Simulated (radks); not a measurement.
Trend from Lu to Hg: ionisation energy by Delta-SCF between NIST ground configurations, and size. Calculated with a radial shooting solver on a logarithmic mesh with Libxc functionals: Dirac Kohn-Sham, PBE, spin-unpolarised, spherical densities, point nucleus; open shells are shared between the two j in proportion to 2j + 1.

species       configuration  IE (eV)  NIST (eV)  kind  -e(HOMO) (eV)  outermost  <r> outermost (bohr)
Lu        [Xe] 4f14 5d1 6s2    5.258      5.426  exp.  1.631 (5d5/2)      6s1/2                  3.65
Hf        [Xe] 4f14 5d2 6s2    6.500      6.825  exp.  2.518 (5d5/2)      6s1/2                  3.45
Ta        [Xe] 4f14 5d3 6s2    8.472      7.550  exp.  3.367 (5d5/2)      6s1/2                  3.30
W         [Xe] 4f14 5d4 6s2    8.889      7.864  exp.  4.201 (5d5/2)      6s1/2                  3.18
Re        [Xe] 4f14 5d5 6s2    9.255      7.834  exp.  5.029 (5d5/2)      6s1/2                  3.07
Os        [Xe] 4f14 5d6 6s2    9.585      8.438  exp.  5.854 (5d5/2)      6s1/2                  2.98
Ir        [Xe] 4f14 5d7 6s2    9.889      8.967  exp.  6.340 (6s1/2)      6s1/2                  2.90
Pt        [Xe] 4f14 5d9 6s1    9.211      8.959  exp.  5.648 (5d5/2)      6s1/2                  2.93
Au       [Xe] 4f14 5d10 6s1    9.427      9.226  exp.  5.780 (6s1/2)      6s1/2                  2.87
Hg                     [Hg]   10.701     10.438  exp.  6.829 (6s1/2)      6s1/2                  2.70

Reference values: NIST Atomic Spectra Database (exp. = measured, semi-emp. = semi-empirical, theory = theoretical value adopted there). Spin polarisation and multiplet splitting are left out, so open shells lie too high by an amount that depends on their filling. Sharing an open shell by 2j + 1 raises it above the true ground level by a part of the spin-orbit splitting, which enters the differences from NIST.

Beside tabulated values, note that spin-unpolarised runs miss the spin-polarisation part of the exchange energy of open shells.
